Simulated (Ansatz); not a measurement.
The inner images of a band of C3H7BO (12 atoms, charge 0, multiplicity 1) are given out of order.

The calculation used RKS PBE-D4/STO-3G (Ansatz 0.2.0).

Image 0:

```xyz
12
Properties=species:S:1:pos:R:3
B -0.639 1.870 1.242
C -0.301 0.963 0.058
C 0.423 -0.192 0.217
C 0.738 -1.191 -0.909
O -0.084 -2.412 -0.714
H -0.338 1.536 2.334
H -1.189 2.901 1.082
H -0.591 1.225 -0.979
H 0.736 -0.509 1.233
H 0.565 -0.709 -1.907
H 1.798 -1.532 -0.856
H -1.040 -2.006 -0.767
```

Image 8:

```xyz
12
Properties=species:S:1:pos:R:3
B -0.856 1.460 1.596
C -0.657 0.442 0.473
C 0.573 -0.086 0.188
C 0.837 -1.121 -0.936
O -0.319 -1.413 -1.791
H 0.080 1.844 2.204
H -1.931 1.867 1.868
H -1.496 0.062 -0.143
H 1.468 0.231 0.763
H 1.739 -0.772 -1.514
H 1.124 -2.092 -0.460
H -0.484 -0.479 -2.214
```

Task: Put them in order from the first end to the last, with their energies above the first end.
A.
```xyz
12
Properties=species:S:1:pos:R:3
B -0.781 1.605 1.493
C -0.608 0.590 0.364
C 0.545 -0.134 0.223
C 0.831 -1.171 -0.896
O -0.345 -1.751 -1.553
H 0.081 1.744 2.287
H -1.764 2.251 1.586
H -1.410 0.402 -0.377
H 1.379 0.020 0.941
H 1.540 -0.680 -1.624
H 1.388 -2.029 -0.446
H -0.778 -0.902 -1.964
```
B.
```xyz
12
Properties=species:S:1:pos:R:3
B -0.711 1.734 1.363
C -0.454 0.792 0.185
C 0.525 -0.167 0.239
C 0.822 -1.187 -0.890
O -0.311 -2.116 -1.099
H -0.062 1.629 2.343
H -1.540 2.572 1.302
H -1.038 0.868 -0.754
H 1.117 -0.275 1.171
H 1.093 -0.631 -1.830
H 1.688 -1.826 -0.606
H -1.053 -1.448 -1.390
```
C.
```xyz
12
Properties=species:S:1:pos:R:3
B -0.804 1.559 1.530
C -0.632 0.529 0.414
C 0.557 -0.115 0.208
C 0.823 -1.165 -0.902
O -0.352 -1.601 -1.662
H 0.107 1.811 2.237
H -1.836 2.107 1.700
H -1.467 0.249 -0.259
H 1.431 0.116 0.852
H 1.644 -0.752 -1.557
H 1.242 -2.084 -0.419
H -0.636 -0.709 -2.109
```
D.
```xyz
12
Properties=species:S:1:pos:R:3
B -0.732 1.694 1.408
C -0.511 0.729 0.242
C 0.535 -0.157 0.238
C 0.829 -1.187 -0.886
O -0.336 -2.010 -1.260
H -0.001 1.666 2.334
H -1.620 2.471 1.393
H -1.186 0.724 -0.638
H 1.223 -0.174 1.108
H 1.259 -0.632 -1.768
H 1.607 -1.903 -0.534
H -0.990 -1.278 -1.602
```
E.
```xyz
12
Properties=species:S:1:pos:R:3
B -0.756 1.650 1.453
C -0.564 0.662 0.302
C 0.540 -0.146 0.232
C 0.833 -1.181 -0.889
O -0.345 -1.889 -1.413
H 0.045 1.700 2.319
H -1.695 2.365 1.489
H -1.313 0.570 -0.510
H 1.310 -0.074 1.028
H 1.409 -0.646 -1.698
H 1.509 -1.969 -0.481
H -0.895 -1.097 -1.798
```
F.
```xyz
12
Properties=species:S:1:pos:R:3
B -0.670 1.814 1.280
C -0.337 0.912 0.091
C 0.479 -0.183 0.225
C 0.779 -1.184 -0.907
O -0.189 -2.307 -0.811
H -0.238 1.551 2.346
H -1.344 2.773 1.147
H -0.720 1.125 -0.927
H 0.875 -0.451 1.225
H 0.740 -0.668 -1.901
H 1.786 -1.643 -0.779
H -1.083 -1.795 -0.955
```
G.
```xyz
12
Properties=species:S:1:pos:R:3
B -0.691 1.772 1.320
C -0.396 0.852 0.135
C 0.507 -0.176 0.234
C 0.806 -1.184 -0.898
O -0.262 -2.213 -0.946
H -0.140 1.589 2.348
H -1.450 2.670 1.220
H -0.880 1.002 -0.851
H 0.998 -0.371 1.209
H 0.918 -0.642 -1.875
H 1.750 -1.738 -0.689
H -1.084 -1.617 -1.172
```

Result: F (+0.010 eV), G (+0.040 eV), B (+0.073 eV), D (+0.088 eV), E (+0.077 eV), A (+0.049 eV), C (+0.023 eV).

Time of the run: 80 s on 1 thread of Intel(R) Xeon(R) Platinum 8275CL CPU @ 3.00GHz (Skylake/Cascade Lake) (shared host), peak memory 0.12 GiB.
